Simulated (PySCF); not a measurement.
Constitutional and geometric isomers with formula C2H4B2. Isolated molecules, 0 K electronic values unless said otherwise. One relaxed conformer stands for each flexible species; it need not be the lowest. Strings in code marks are SMILES.

Quantity: electronic energy of isomers of C2H4B2 relative to `B=C=BC`, in kJ/mol.

Level 1: PBE-D3(BJ)/def2-TZVP // CAM-B3LYP-D3(BJ)/def2-TZVP (PySCF)
Level 2: B3LYP/3-21G // CAM-B3LYP-D3(BJ)/def2-TZVP (PySCF)
Level 3: B3LYP/6-31G* // CAM-B3LYP-D3(BJ)/def2-TZVP (PySCF)
Level 4: PBE/6-31G* // CAM-B3LYP-D3(BJ)/def2-TZVP (PySCF)

```
species            level 1  level 2  level 3  level 4
-----------------  -------  -------  -------  -------
`B1=BCC1`            398.9      ___    445.9    398.3
`BBC#C`              141.4    149.1    126.9    141.6
`BB1C=C1`             73.3      ___     69.7     66.9
`[H]/B=C/C=B/[H]`    222.2      ___    234.1    235.3
`B=BC=C`               ___    283.7      ___    277.6
```

**Question.** What belongs in the gaps?

**Answer.** 
- `B1=BCC1`, level 2: 485.2
- `BB1C=C1`, level 2: 118.5
- `[H]/B=C/C=B/[H]`, level 2: 252.0
- `B=BC=C`, level 1: 293.4
- `B=BC=C`, level 3: 275.3
